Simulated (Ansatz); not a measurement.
## Ligand exchange: C3H6 + B(SH)3 → C2H4S + B(CH3)(SH)2

Species: C3H6 (propene) `C=CC`, singlet; B(SH)3, singlet; C2H4S `C=CS`, singlet; B(CH3)(SH)2, singlet. The partners trade CH3 for SH: C–CH3 and B–SH bonds give way to C–SH and B–CH3.

Shapes, held fixed at every level: PBE0-D4/def2-TZVP. Flexible molecules stand in one conformer, not always the lowest. Programs: Ansatz 0.2.0. Electronic energies: no zero-point or thermal term.

```csv
level,kind,ΔE (kJ/mol),less CCSD(T)/CBS estimate,CPU time (sum over the molecules)
HF/def2-TZVPP,Hartree–Fock,+60.6,+0.9,–
PBE-D4/def2-TZVPP,GGA,+55.0,-4.7,23 s
r2SCAN-D4/def2-TZVPP,meta-GGA,+55.3,-4.4,33 s
B3LYP-D4/def2-TZVPP,global hybrid,+56.5,-3.2,43 s
wB97X-V/def2-TZVPP,range-separated hybrid,+57.4,-2.3,71 s
B2PLYP/def2-TZVPP,double hybrid,+57.8,-1.9,46 s
CCSD(T)/CBS estimate,coupled cluster or CI,+59.7,0.0,4.4 min
```

The highest level, CCSD(T)/CBS estimate, gives ΔE = +59.7 kJ/mol; the levels span +55.0 to +60.6. The column of differences is taken from that level and isn't an error. No measured value is set beside it here. The CBS estimate extrapolates MP2 from def2-TZVPP and def2-QZVPP and adds CCSD(T) − MP2 in the triple-zeta set, cores frozen. Times are processor times on shared x86 and Arm servers, and rough.
